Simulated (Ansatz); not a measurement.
Ga2H6OSi (`[OH][Ga]([SiH3])[GaH2]`) at its PBE0-D4/def2-TZVP geometry, where that method's forces vanish. Total charge 0; spin multiplicity 1.

```xyz
10

O    -0.6303    0.2180    2.1433
Ga   -0.0790    0.2517    0.4268
Si   -0.1773   -1.8742   -0.7484
Ga    0.6346    2.5204   -0.2426
H    -0.9194   -0.6457    2.4459
H    -1.0626   -1.7709   -1.9435
H     1.1768   -2.2674   -1.2331
H    -0.6945   -2.9775    0.1109
H    -0.3741    3.5452   -0.8871
H     2.1258    3.0004   -0.0721
```

What forces (eV/Å) does B3LYP-D4/def2-TZVPP give on these atoms in the Gaussian-basis code of Ansatz? (Best estimate.)

Ansatz gave: 
```
O1  -0.072 -0.008  0.216
Ga2  0.079  0.021 -0.233
Si3 -0.009 -0.155 -0.077
Ga4  0.014  0.064  0.002
H5  -0.025 -0.021  0.066
H6   0.051 -0.007  0.067
H7  -0.079  0.022  0.027
H8   0.030  0.062 -0.053
H9   0.006  0.010 -0.006
H10  0.002  0.010 -0.008
```

B3LYP here is the variant with VWN-RPA as its local correlation; programs differ in this.
